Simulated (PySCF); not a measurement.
methyl(prop-2-ynyl)silane (C4H8Si), SMILES C(C[SiH2]C)#C. Atoms are numbered in the order given.

```xyz
13

C      0.2509     2.9610     0.0000
C     -0.2635     1.8631     0.0000
C     -0.8222     0.5206     0.0000
Si     0.5309    -0.8273     0.0000
C     -0.2721    -2.5323     0.0000
H      0.6958     3.9375     0.0000
H     -1.4652     0.3671    -0.8852
H     -1.4652     0.3671     0.8852
H      1.3800    -0.6480     1.2129
H      1.3800    -0.6480    -1.2129
H     -0.9043    -2.6708     0.8920
H      0.4913    -3.3267     0.0000
H     -0.9043    -2.6708    -0.8920
```

Geometry optimised at B3LYP-D3(BJ)/def2-SVP. Other conformers were not sampled.

Level of theory: PBE/def2-TZVP run with PySCF.

Symmetry labels are those of the subgroup Cs that the program uses (full group Cs).

Problem. List the valence orbital energies around the gap with their symmetry. (An estimate is asked for; the answer gives what the named calculation found.)

Solution. 
| orbital | symmetry | energy (eV) |
|---|---|---|
| HOMO−7 | A" | -10.84 |
| HOMO−6 | A' | -10.01 |
| HOMO−5 | A" | -10.00 |
| HOMO−4 | A' | -8.59 |
| HOMO−3 | A" | -7.94 |
| HOMO−2 | A' | -7.89 |
| HOMO−1 | A" | -6.44 |
| HOMO | A' | -6.12 |
| LUMO | A' | 0.01 |
| LUMO+1 | A" | 0.10 |
| LUMO+2 | A' | 0.11 |
| LUMO+3 | A' | 0.17 |
